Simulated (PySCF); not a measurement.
# AgCl: frontier orbitals

PBE0 at R = 2.297 Å; basis Ag cc-pVDZ-PP with ECP28, Cl cc-pV(D+d)Z; scalar-relativistic core potentials; PySCF 2.14. State: ³Σ⁺ (triplet), unpaired electrons σ ↑↑, a second solution, started from another occupation. Only the outer orbitals are listed, counted within each symmetry, core potentials removing the inner ones.

```tsv
spin	orbital	occ.	ε (eV)	on Ag (%)	main shells (%)
α	1δ	1	-11.66	100	100 Ag d
α	1δ	1	-11.66	100	100 Ag d
α	8σ	1	-10.32	46	54 Cl p, 31 Ag d, 12 Ag s
α	4π	1	-9.25	11	89 Cl p, 9 Ag d
α	4π	1	-9.25	11	89 Cl p, 9 Ag d
α	9σ	1	-5.53	93	80 Ag s, 12 Ag p
α	5π	0	-0.66	98	98 Ag p
α	5π	0	-0.66	98	98 Ag p
α	10σ	0	0.85	103	94 Ag p
β	3π	1	-11.78	91	91 Ag d, 9 Cl p
β	3π	1	-11.78	91	91 Ag d, 9 Cl p
β	7σ	1	-11.46	59	55 Ag d, 37 Cl p
β	1δ	1	-11.16	100	100 Ag d
β	1δ	1	-11.15	100	100 Ag d
β	4π	1	-8.98	11	89 Cl p, 10 Ag d
β	4π	1	-8.98	11	89 Cl p, 10 Ag d
β	8σ	0	-6.64	57	43 Cl p, 40 Ag d, 15 Ag s
β	9σ	0	-2.56	90	80 Ag s, 10 Cl p
β	5π	0	0.26	99	99 Ag p
```

Problem. Which are the highest filled and the lowest empty level, where do they sit, and how wide is the gap?

Solution. Highest filled α 9σ at -5.53 eV (in %: 80 Ag s, 12 Ag p); lowest empty β 8σ at -6.64 eV (in %: 43 Cl p, 40 Ag d, 15 Ag s); the gap at PBE0 is -1.11 eV.

The bond order (Mayer) is 0.85. The ⟨S²⟩ is 2.004. The charge on Ag (Mulliken, basis-dependent) is 0.18, the charge on Ag (Löwdin, basis-dependent) is -0.07 and the dipole moment (positive dipole means Ag(−)Cl(+)) is -0.58 D.

Shares are Mulliken populations and can fall outside 0 to 100 %.

Spin–orbit coupling is left out. Counting both spins, an empty level lies below a filled one in this solution, because spin and occupation are held.
